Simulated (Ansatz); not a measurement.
Compare A (`F[SiH2][CH](F)[SnH3]`) with its isomer B (`[CH3][SnH]([F])[SiH2]F`).

Isolated molecules relaxed with PBE0-D4/def2-TZVP in Ansatz; ΔE leaves out vibrations. CCSD(T)/CBS adds triple-zeta CCSD(T) − MP2 to the extrapolated MP2 energy (def2 sets, frozen cores). DFT in def2-TZVPP. B3LYP here is the variant with VWN-RPA as its local correlation; programs differ in this. Elements past krypton have def2 core potentials. For Sn outer-core shells are correlated without core-valence functions, which leaves a few kJ/mol of doubt a bond. One conformer a species, not always the lowest.

Problem. Which isomer does CCSD(T)/CBS put lower? Give the gap. (An estimate is asked.)

Solution. Computed: B, by 49.1 kcal/mol.

Problem. Give E(B) − E(A) in kcal/mol with HF/def2-TZVPP, B3LYP, MP2/def2-TZVPP, PBE-D4, CCSD/def2-TZVPP, ωB97M-V, PBE0-D4. (An estimate is asked.)

Solution. The calculation gave: HF/def2-TZVPP -47.0, B3LYP -48.0, MP2/def2-TZVPP -48.4, PBE-D4 -47.3, CCSD/def2-TZVPP -45.8, ωB97M-V -45.5, PBE0-D4 -47.1. None reverses the order clearly.

Largest T1 diagnostic: 0.013.

The D4 term adds +1.0 kcal/mol with B3LYP and +0.5 kcal/mol with PBE0; it sums over pairs of atoms, weighted by their polarisabilities, and B3LYP, whose exchange is more repulsive, gets the larger term.
